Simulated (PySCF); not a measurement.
C4H6, triplet, at a GFN2-xTB geometry (a higher spin typed on purpose: for a closed-shell molecule this is an excited state). Base run: PySCF with TPSS/cc-pVDZ.

Geometry (Å):
```xyz
10

C      1.7546     0.2638    -0.6766
C      0.6501    -0.0605     0.1778
C     -0.6870     0.0565    -0.1679
C     -1.7277    -0.2576     0.6606
H      2.1948     1.2462    -0.6724
H      2.2086    -0.4794    -1.3095
H      0.8721    -0.4284     1.1791
H     -0.9113     0.4219    -1.1624
H     -2.7488    -0.1491     0.3446
H     -1.5553    -0.6243     1.6575
```
Charge 0, spin multiplicity 3.
Orbitals are unrestricted.
All else is at PySCF's defaults.
Base energy -155.94368 Eh.

The base run was repeated with changes; each row names its change, and settings that it needs were set with it.

```csv
change,ΔE vs base (mEh),SCF cycles,<S^2>,outcome
base,0.000,12,2.023,converged
init_guess = 1e,0.000,17,2.023,converged
DIIS = EDIIS,-,50,-,not converged
init_guess = vsap,0.000,14,2.023,converged
diis_space = 20,0.000,12,2.023,converged
diis_space = 2,0.000,43,2.023,converged
init_guess = huckel,0.000,13,2.023,converged
init_guess = sap,0.000,15,2.023,converged
diis = off; damp = 0.3 (with mf.diis_start_cycle = 200; with mf.max_cycle = 150),-,-,-,cut at the time limit
diis_space = 12,0.000,12,2.023,converged
diis_space = 4,0.000,17,2.023,converged
conv_tol = 1e-11,0.000,14,2.023,converged
conv_tol_grad = 1e-3,0.000,12,2.023,converged
```

Open shells are given as the SCF converged; they aren't shown to be the lowest states, and a large step between rows can be another state.
